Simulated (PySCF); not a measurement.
Mg(Cl)(Me) (CH3ClMg), SMILES [CH3][Mg][Cl].

Geometry: PBE-D3(BJ)/def2-TZVP.

The numbers are results of CAM-B3LYP/def2-TZVPD run with PySCF, not measurements.

Task: Estimate the frontier levels, gap, dipole moment and polarisability. (The exact figures need the calculation; the answer reports its results.)

Result: 
```yaml
highest_occupied_level: -8.97 eV
lowest_empty_level: -0.46 eV
orbital_gap: 8.51 eV
dipole_moment: 2.25 D
quadrupole, principal values (traceless, Buckingham form, about the centre of nuclear charge): -12.78, 6.39, 6.39 D·Å
mean_static_polarisability: 53.5 bohr³ (7.93 Å³)
polarisability_principal_values: 45.7, 45.7, 69.2 bohr³
```
